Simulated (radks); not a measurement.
These are the eigenvalues of the occupied orbitals of an atom or ion with whole-number occupations (hartree). All-electron calculation, scalar-relativistic Kohn-Sham, r2SCAN, spin-polarised, spherical densities, finite nucleus; meta-GGA in the generalised Kohn-Sham scheme; Fermi nuclear charge, rms radius of each element as measured or else 0.836 A^(1/3) + 0.57 fm. Program: a radial shooting solver on a logarithmic mesh with Libxc functionals.

| orbital | eigenvalue |
|---|---|
| 1s up | -404.4426 |
| 1s down | -404.4344 |
| 2s up | -51.40558 |
| 2s down | -51.36324 |
| 2p up | -44.91028 |
| 2p down | -44.87435 |
| 3s up | -6.86049 |
| 3s down | -6.78559 |
| 3p up | -4.84307 |
| 3p down | -4.76665 |
| 3d up | -1.55569 |
| 3d down | -1.47195 |
| 4s up | -0.62137 |
| 4p up | -0.26355 |
| 4p down | -0.14294 |

Which element is it, and in what charge state? The configuration may be excited. Open shells, if any, are filled with parallel spins first.

Answer. Z = 32, germanium, charge 0: Ge in [Ar] 3d9 4s1 4p4. The list shows which subshells hold electrons but not how many an open one holds; the 1s level, -404.44 hartree, gives Z - s = 28.4 by -(Z - s)^2/2, which with screening and relativity narrows Z to a few neighbours, and the depths of the outer levels then fix element, charge and occupations together.
